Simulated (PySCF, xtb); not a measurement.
HgCl, SMILES [Cl][Hg+], charge +1.

Harmonic wavenumbers (cm⁻¹) from GFN2-xTB (xtb 6.7.1) at its own minimum, in rising order: 283.

Task: What does B3LYP-D3(BJ)/def2-TZVPD in PySCF give at its own minimum? (The exact figures need the calculation; the answer reports its results.)

Result: 354. Paired by order, the mean absolute difference is 70 cm⁻¹ and the zero-point energies are 0.4 and 0.5 kcal/mol.
